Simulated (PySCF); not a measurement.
Input file for PySCF: R-HF/STO-3G on C4H4O (a complex), monomers drawn apart or pushed together.

```python
from pyscf import gto, scf, dft, mp
from pyscf.data.elements import chemcore

mol = gto.M(
    atom='''
    C     0.24369359   -0.63466731    0.33126368
    O     0.74888042    0.37026821    0.37715518
    C     0.02349867    1.22783784    5.91148590
    C    -0.60133750    0.08862581    5.88652861
    C    -1.22356679   -1.05236124    5.84450890
    H     0.43844456    1.65778977    5.00668439
    H     0.14964821    1.78295248    6.83373714
    H    -2.29196991   -1.10529040    5.66966073
    H    -0.69428205   -1.98812731    5.98247112
    ''',
    basis='sto-3g',
    charge=0, spin=0, verbose=3, max_memory=1800)
mf = scf.RHF(mol)
mf.conv_tol = 1e-8
mf.max_cycle = 100
mf.kernel()
if not mf.converged:
    mf = mf.newton().run(mf.mo_coeff, mf.mo_occ)
```

The log:

```
converged SCF energy = -225.645495220837
```

The calculation finished and met its thresholds.

Cost: roughly 0.13 core-seconds.
